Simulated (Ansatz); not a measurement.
`OC(F)BCl` and `OC(F)[SiH3]` differ in one atom or group.

Ansatz, PBE0-D4/def2-TZVP geometries, multiplicity 1. Each molecule was computed in one conformer, which needn't be the lowest.

```tsv
property	`OC(F)BCl`
HOMO energy (ωB97M-V/def2-TZVPP) / eV	-10.94
LUMO energy (PBE0/def2-TZVPP) / eV	-1.86
ideal-gas entropy at 298 K and 1 bar (rigid rotor, harmonic PBE0-D4/def2-TZVP) / J/(mol·K)	334
LUMO energy (ωB97M-V/def2-TZVPP) / eV	0.22
HOMO–LUMO gap (B3LYP/def2-TZVPP) / eV	6.36
HOMO energy (B3LYP/def2-TZVPP) / eV	-8.43
```

What does the change do to each property? (Estimate.)

Computed: 
| property | `OC(F)[SiH3]` | shift |
| --- | --- | --- |
| HOMO energy (ωB97M-V/def2-TZVPP) / eV | -10.82 | 0.12 |
| LUMO energy (PBE0/def2-TZVPP) / eV | 0.48 | 2.34 |
| ideal-gas entropy at 298 K and 1 bar (rigid rotor, harmonic PBE0-D4/def2-TZVP) / J/(mol·K) | 312 | -22 |
| LUMO energy (ωB97M-V/def2-TZVPP) / eV | 2.03 | 1.81 |
| HOMO–LUMO gap (B3LYP/def2-TZVPP) / eV | 8.47 | 2.11 |
| HOMO energy (B3LYP/def2-TZVPP) / eV | -8.30 | 0.13 |

With PBE0 the HOMO rises by 0.13 eV and the LUMO rises by 2.34 eV, so the gap widens by about 2.21 eV. PBE moves the HOMO by 0.16 eV and ωB97M-V by 0.12 eV. The zero-point energy changes by 27.8 kJ/mol with +3 modes. Modes under 60 cm⁻¹, often nearly free rotors, make the harmonic entropy too high.

B3LYP here is the variant with VWN-RPA as its local correlation; programs differ in this.
